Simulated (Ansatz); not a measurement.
**Relaxing a trial structure of H2SbSi2**

The starting geometry of this gas-phase doublet was optimised with GFN2-xTB.

```yaml
atoms:
  - { symbol: Sb, position_ang: [-1.1404, -1.1074, -2.2557] }
  - { symbol: Si, position_ang: [-2.0516, 1.2234, -2.6169] }
  - { symbol: Si, position_ang: [0.2117, -0.2671, -0.4834] }
  - { symbol: H, position_ang: [0.9622, -1.1875, 0.3474] }
  - { symbol: H, position_ang: [0.4294, 1.0638, 0.0754] }
```

**Question.** Predict what it relaxes into with r2SCAN-D4/def2-SVP.

**Answer.** A new bond forms, giving a structure given below by its coordinates. Distances that change by over a tenth: Sb1–Si3 (2.38 → 2.69 Å). Contacts that close: Si2–Si3 (3.45 → 2.28 Å).

The energy falls by 1.23 eV over 17 steps:

```csv
step,E − E(last) (eV)
1,1.226
3,0.900
5,0.657
6,0.556
8,0.303
10,0.104
12,0.023
13,0.013
15,0.000
17,0.000
```

Final geometry (Å):

```yaml
atoms:
  - { symbol: Sb, position_ang: [-0.7386, -0.9716, -2.9095] }
  - { symbol: Si, position_ang: [-2.0648, 0.4864, -1.5178] }
  - { symbol: Si, position_ang: [-0.0436, 0.0745, -0.5357] }
  - { symbol: H, position_ang: [0.1574, -0.9010, 0.5797] }
  - { symbol: H, position_ang: [1.1009, 1.0368, -0.5500] }
```

No frequencies were run, so the end isn't proven a minimum. Open shells are spin-unrestricted. Atoms past krypton carry core potentials, without spin–orbit terms. Run with Ansatz 0.2.0, 6.2 min on 1 thread of AMD EPYC (Zen 3), on a shared host.
